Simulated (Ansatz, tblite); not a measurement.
Cost and result up the ladder for Sn(SiH3)H3 (SiSnH6) (8 atoms). The state is a singlet with charge 0. Geometry: PBE-D4/def2-TZVP.

```xyz
8

Sn   -0.312    1.131    0.435
Si    0.330   -1.196   -0.460
H     0.783   -2.074    0.663
H     1.440   -1.079   -1.455
H    -0.846   -1.837   -1.126
H     1.001    1.844    1.287
H    -1.651    1.026    1.510
H    -0.746    2.185   -0.854
```

Ansatz on 4 threads of Arm Neoverse V2 on a shared host; xTB runs through tblite on one thread. Times are rough, summed over both states, and most runs start from the orbitals of an earlier one. PBE0-D4/def2-TZVP serves as the yardstick here, not as an exact answer. The other state is a triplet.

In the def2 sets Sn takes a core potential; there is no spin–orbit coupling. The xTB rows come from tblite.

xTB has no spin-polarisation term.

```
                          level  functions  wall time  vertical triplet (eV)  difference from PBE0-D4/def2-TZVP (eV)
                       GFN2-xTB         24    0.004 s                   4.55                                   -1.35
                       GFN1-xTB         30    0.007 s                   5.29                                   -0.61
               PBE-D4/def2-TZVP        123      2.1 s                   5.62                                   -0.28
PBE0-D4/def2-TZVP (with forces)        123      5.7 s                   5.90                                    0.00
            r2SCAN-D4/def2-TZVP        123        9 s                   5.81                                   -0.09
```
